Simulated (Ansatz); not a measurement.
(H2Al-mu-F)2 (Al2H4F2). Charge 0, multiplicity 1. Geometry PBE0-D4/def2-SVP, basis def2-TZVP, Ansatz.

```xyz
8

Al   -1.255    0.454    0.482
H    -2.453    0.371   -0.540
H    -1.270    0.974    1.969
F     0.248    1.091   -0.380
Al    1.255   -0.454   -0.482
H     2.452   -0.371    0.540
H     1.271   -0.975   -1.969
F    -0.249   -1.091    0.379
```

```json
{"run": "A", "HOMO (eV)": "-8.45", "LUMO (eV)": "-0.99"}
{"run": "B", "HOMO (eV)": "-7.30", "LUMO (eV)": "-1.55"}
{"run": "C", "HOMO (eV)": "-7.74", "LUMO (eV)": "-1.45"}
{"run": "D", "HOMO (eV)": "-8.63", "LUMO (eV)": "-0.75"}
{"run": "E", "HOMO (eV)": "-10.07", "LUMO (eV)": "0.12"}
{"run": "F", "HOMO (eV)": "-7.33", "LUMO (eV)": "-1.80"}
```

B3LYP takes the VWN-RPA correlation.

The runs used B3LYP, B97M-V, CAM-B3LYP, LDA (SPW92), PBE, PBE0. Estimate which is which.

A B3LYP (20 % exact exchange); B PBE (0 % exact exchange); C B97M-V (0 % exact exchange); D PBE0 (25 % exact exchange); E CAM-B3LYP (range-separated); F LDA (SPW92) (0 % exact exchange). Exact exchange lowers occupied and raises empty levels; among semilocal functionals meta-GGAs tend to open the gap a little, and such runs are hard to tell apart. The gap grows from 5.52 eV (LDA (SPW92)) to 10.18 eV (CAM-B3LYP).
